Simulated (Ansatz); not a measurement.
```yaml
crystal:
  periodic: [false, false, false]
  atoms:
    - {symbol: Sn, position_ang: [-0.087190, -0.721224, -1.783016]}
    - {symbol: C, position_ang: [-0.110252, -0.791365, 0.417205]}
    - {symbol: C, position_ang: [0.517348, 0.432752, 0.989776]}
    - {symbol: C, position_ang: [-0.139605, 1.469680, 1.547769]}
    - {symbol: H, position_ang: [0.437754, -1.715590, 0.693190]}
    - {symbol: H, position_ang: [-1.171232, -0.904031, 0.718792]}
    - {symbol: H, position_ang: [1.620363, 0.487217, 0.917447]}
    - {symbol: H, position_ang: [-1.238777, 1.471356, 1.644798]}
    - {symbol: H, position_ang: [0.398261, 2.351416, 1.928620]}
    - {symbol: H, position_ang: [1.528685, -0.410779, -2.320216]}
    - {symbol: H, position_ang: [-1.124153, 0.558838, -2.308852]}
    - {symbol: H, position_ang: [-0.631214, -2.228260, -2.445514]}
basis:
  gaussian: {orbitals: STO-3G}
total_charge: -1
magnetization: {spin_polarized: true, initial_magnetization: 1}
hamiltonian: {xc: {name: BHLYP}, dispersion: d3bjatm}
scf: {lower_state_search: light}
output: {forces: true}
```

```sh
$ ansatz run in.yaml --threads 4 --pin off --events-out ev --progress --plain --max-ram 3916MiB
```

Shortened log:

```
Functional definition: BHLYP
675 factors; integrals over basis functions are off by at most 4.6e-5 eV
mean field evaluation 1: about -165522.4168 eV, gradient 1.1e1 eV
mean field evaluation 2: about -165523.0279 eV, gradient 8.4e0 eV
mean field evaluation 4: about -165523.5027 eV, gradient 3.7e-1 eV
mean field evaluation 8: about -165523.5021 eV, gradient 2.0e-2 eV
mean field evaluation 16: about -165523.5021 eV, gradient 3.6e-5 eV
mean field -165523.50213526 eV, -6082.8765076114 hartree, gradient 3.6e-5 eV, S^2 0.754401; 0 other end points of the search recorded, 0 dependent functions left out
reference -165523.50227339 eV, -6082.8765126876 hartree; 39, 38 occupied and 11, 12 virtual orbitals, 675 factors
Total energy: -165523.85681636 eV, -6082.8895419016 hartree
Atom 0 at    -0.087190    -0.721224    -1.783016 Å, force    -0.384035    -0.351462    -1.049262 eV/Å
Atom 1 at    -0.110252    -0.791365     0.417205 Å, force     0.625489     0.717962     0.253958 eV/Å
Atom 2 at     0.517348     0.432752     0.989776 Å, force     2.872814    -3.794848    -0.937897 eV/Å
Atom 3 at    -0.139605     1.469680     1.547769 Å, force    -2.774839     4.093977     1.968817 eV/Å
Atom 4 at     0.437754    -1.715590     0.693190 Å, force    -0.473450     0.244809    -0.113672 eV/Å
Atom 5 at    -1.171232    -0.904031     0.718792 Å, force     0.697878     0.000256    -0.036342 eV/Å
Atom 6 at     1.620363     0.487217     0.917447 Å, force    -0.833547    -0.252462    -0.096390 eV/Å
Atom 7 at    -1.238777     1.471356     1.644798 Å, force     0.918920     0.164556     0.081228 eV/Å
Atom 8 at     0.398261     2.351416     1.928620 Å, force    -0.600924    -0.549796    -0.330828 eV/Å
Atom 9 at     1.528685    -0.410779    -2.320216 Å, force    -1.593851    -0.353289     0.309749 eV/Å
Atom 10 at    -1.124153     0.558838    -2.308852 Å, force     1.027992    -1.291012     0.198579 eV/Å
Atom 11 at    -0.631214    -2.228260    -2.445514 Å, force     0.517554     1.371309    -0.247941 eV/Å
Dipole moment:    -0.116854    -0.902431    -1.599511 e Å
```

Hardware: 4 threads of Arm Neoverse V1 on a shared host. Wall time 1.6 s.

The highest occupied level of an anion often lies above zero with these methods, and sets without diffuse functions describe the outer electron poorly.

The dipole of an ion depends on the origin.
